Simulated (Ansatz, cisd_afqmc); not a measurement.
Species: MgCl2, charge 0, singlet. MgCl2 (SMILES [Mg]([Cl])[Cl]).
B3LYP-D3(BJ)/def2-TZVP minimum from Ansatz (an electronic-structure program):
```
Mg
Cl 1 2.1757
Cl 1 2.1757 2 180.00
```
Charge 0, spin multiplicity 1.

Total energies in def2-SVP, 16 correlated electrons, 15 frozen orbitals. Radicals and triplets start from unrestricted determinants; spin-orbit coupling is neglected. Cores are frozen in correlated methods. No relativity. AFQMC is phaseless with a CISD trial state; ± is one standard error, without the phaseless bias. Outlying blocks are dropped, and bars are widened where a walk drifts. Over all cases where full CI ran beside it in this data, AFQMC minus full CI had a median of +0.1 mEh and passed +0.4 mEh in a tenth of the cases.

The bar of a AFQMC/CISD walk is widened from 0.31 to 0.40 mEh, since its error had not levelled off in the blocking analysis.

| method | program | energy (Eh) | minus CCSDTQ (mEh) |
|---|---|---|---|
| HF | Ansatz | -1118.41690 | 317.24 |
| MP2 | Ansatz | -1118.70305 | 31.10 |
| CCSD | Ansatz | -1118.72767 | 6.47 |
| CCSD(T) | Ansatz | -1118.73310 | 1.04 |
| CCSDT(Q) | Ansatz | -1118.73414 | 0.00 |
| CCSDTQ | Ansatz | -1118.73414 | 0.00 |
| AFQMC/CISD | cisd_afqmc | -1118.7338 ± 0.0005 | 0.3 ± 0.5 |

Rough core times of Ansatz's runs on a shared machine: CCSD(T) under 20 s, CCSDT(Q) 30 s, CCSDTQ 30 min.
